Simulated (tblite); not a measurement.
A tight-binding relaxation on `C#[C][Ga@@H-]([NH3+])[C@H](C)CS`.

Computed with GFN2-xTB geometry optimisation, gas phase (tblite 0.8.0). Start geometry: from a force field or distance geometry. A driver script takes a list of jobs; this job's settings line and coordinates (Å) are shown.

Command:
```bash
OMP_NUM_THREADS=1 python probes_run.py task.json out
```

Input:
```
{"job": {"kind": "relax", "xc": "GFN2-xTB", "basis": "xTB"}, "charge": 0, "multiplicity": 1}
C     -1.418200     2.670400    -1.332700
C     -1.316800     1.630800    -0.775800
Ga    -1.127300    -0.067700     0.182500
N     -2.439100    -1.341000    -0.456400
C      0.697100    -0.786300     0.132200
C      1.233700    -0.755600     1.554400
C      1.675700     0.017300    -0.703400
S      1.814500     1.719200    -0.028000
H     -1.518000     3.606900    -1.853500
H     -1.533300     0.169100     1.735200
H     -3.353800    -0.844800    -0.484200
H     -2.157200    -1.771000    -1.360800
H     -2.486100    -2.091300     0.295600
H      0.664900    -1.841700    -0.207800
H      0.982500     0.294800     1.916400
H      2.323600    -0.845200     1.622800
H      0.655900    -1.472300     2.138400
H      1.444400     0.010800    -1.783700
H      2.678000    -0.433400    -0.546400
H      3.174400     2.141700    -0.047700
```

Task: Estimate the output.

Result: 
```
step      E/eV     max force
  0    -654.16062    3.456
  1    -654.25381    6.899
  2    -654.60190    1.292
  3    -654.72031    1.514
  4    -654.85470    1.680
  5    -654.95309    0.678
  6    -654.99974    0.520
  7    -655.02870    0.470
  8    -655.05257    0.404
  9    -655.07088    0.365
... (155 lines left out)
165    -655.59392    0.028
166    -655.59404    0.026
167    -655.59414    0.019
168    -655.59419    0.013
169    -655.59422    0.015
170    -655.59425    0.014
171    -655.59429    0.017
172    -655.59434    0.013
173    -655.59437    0.019
174    -655.59439    0.009
```

«max force» is the largest atomic force in eV/Å.

Task: From which step on does the largest force stay under 0.1 eV/Å, and how much energy is left to gain from there?

Result: From step 104 (0.098 eV/Å), 17.1 meV above the end.

Summary of the converged run: energy lowered by 33.1 kcal/mol over 174 steps; largest atomic force 0.009 eV/Å at the end.

Task: Give the final coordinates.

Result: 0.945 Å rms from the input after alignment:
```
atom  x, y, z in Å
C1    -1.8102    2.2340   -2.2522
C2    -1.4509    1.5825   -1.3002
Ga3   -0.7186    0.5885    0.2177
N4    -2.3526   -0.9192    0.1563
C5     0.8786   -0.6819   -0.0734
C6     1.2996   -1.3669    1.2321
C7     1.9506    0.2956   -0.5478
S8     1.6606    1.9366    0.2115
H9    -2.1409    2.7992   -3.0802
H10   -1.0822    1.0585    1.6516
H11   -3.2358   -0.4285    0.2797
H12   -2.3760   -1.3736   -0.7544
H13   -2.2862   -1.6386    0.8721
H14    0.7945   -1.4632   -0.8444
H15    1.3577   -0.6465    2.0529
H16    2.2723   -1.8559    1.1368
H17    0.5641   -2.1234    1.5112
H18    1.8569    0.4853   -1.6190
H19    2.9772   -0.0064   -0.3254
H20    1.8362    1.5347    1.4719
```

Task: Estimate the wall time. Hardware: one thread of an Arm Neoverse N1 (shared host).

Result: About 2.7 s.
Labels such as C1 count atoms from 1, the log's own numbers from 0.
